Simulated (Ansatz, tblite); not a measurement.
Cost and result up the ladder for `Sc1ccc(-c2ccc(-c3ccc(-c4ccc(S)s4)s3)s2)s1` (32 atoms). Total charge 0; singlet. Geometry: PBE-D4/def2-SVP.

Ansatz on 2 threads of AMD EPYC 7R13 on a shared host and a share (18 GiB) of an NVIDIA H100 80GB HBM3; xTB runs through tblite on one thread. Times are rough, summed over both states, and most runs start from the orbitals of an earlier one. PBE0-D4/def2-TZVP serves as the yardstick here, not as an exact answer. The other state is a doublet.

The xTB rows come from tblite. Single mean-field runs in def2-TZVP are fitted with def2-universal-jkfit.

Raw xTB energies of ions are shifted by several eV.

```json
{"level": "GFN1-xTB", "functions": "138", "wall time": "0.2 s", "vertical IE (eV)": "11.83", "difference from PBE0-D4/def2-TZVP (eV)": "5.44"}
{"level": "GFN2-xTB", "functions": "128", "wall time": "0.21 s", "vertical IE (eV)": "11.36", "difference from PBE0-D4/def2-TZVP (eV)": "4.96"}
{"level": "PBE0-D4/def2-TZVP", "functions": "778", "wall time": "26 s", "vertical IE (eV)": "6.40", "difference from PBE0-D4/def2-TZVP (eV)": "0.00"}
{"level": "PBE-D4/def2-TZVP (with forces)", "functions": "778", "wall time": "27 s", "vertical IE (eV)": "6.16", "difference from PBE0-D4/def2-TZVP (eV)": "-0.23"}
```
